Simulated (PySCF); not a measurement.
## Heteronuclear NMR

Bonds (- single, = double, # triple, : aromatic): C1-C2, C2-C3, C2-C4, C2-C5, C5:C6, C6:C7, C7:C8, C8:C9, C9:P10, P10:C5. C1 carries H11, H12, H13; C3 carries H14, H15, H16; C4 carries H17, H18, H19; C6 carries H20; C7 carries H21; C8 carries H22; C9 carries H23.

Computed data (PySCF): geometry from GFN2-xTB, σ from GIAO-PBE0/pcSseg-1. In vacuum, one computed conformer, relativity neglected, rapidly exchanging positions averaged.

Problem. What are the ³¹P shifts?

Solution. 
```json
{"atoms": "P10", "environment": "phosphorus bonded to 2 C, in a 6-membered ring", "σ (ppm)": "98.5", "δ (ppm)": "188.5"}
```

Shieldings were converted by a linear fit to measured shifts: ³¹P: δ = 270.09 − 0.828σ (rms 18.1 ppm, 64 shifts vs H3PO4, solution or neat liquid). A few per cent of atoms miss by over 2 rms, more outside the fitted compound classes.

On a 500 MHz spectrometer ³¹P resonates near 202.4 MHz, so 1 ppm is 202.4 Hz.
